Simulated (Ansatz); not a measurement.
C₃H₄OSi, SMILES `C=C1[SiH2]C1=O`. The species carries charge 0 and has multiplicity 1.

Cartesian coordinates in Å:
```
C -0.068 -1.300 -1.057
C -0.024 -0.255 -0.235
Si 0.524 0.733 1.241
C -0.713 1.043 -0.170
O -1.527 1.664 -0.788
H -0.725 -1.303 -1.923
H 0.543 -2.185 -0.898
H 1.889 1.316 1.237
H 0.101 0.287 2.593
```

Task: List the harmonic frequencies (cm⁻¹, unscaled) at PBE0-D4/def2-TZVP in Ansatz. (Estimate.)

Result: Ansatz gave: 32, 217, 259, 311, 376, 562, 635, 667, 733, 758, 842, 924, 1025, 1119, 1441, 1699, 1830, 2214, 2239, 3127, 3214.

Task: Is this a minimum?

Result: Yes, all 21 modes are real.

Task: Give the ideal-gas thermochemistry at 298.15 K and 1 bar (rigid rotor, harmonic oscillator; point group Cs, symmetry number 1).

Result: Zero-point energy 144.9 kJ/mol; H(298) − E = 163.8 kJ/mol; entropy 332.5 J/(mol·K), of which translation 164.1, rotation 109.8, vibration 58.5; G(298) − E = 64.7 kJ/mol. Modes under 100 cm⁻¹ are hindered rotations or soft bends, so the harmonic entropy is rough.
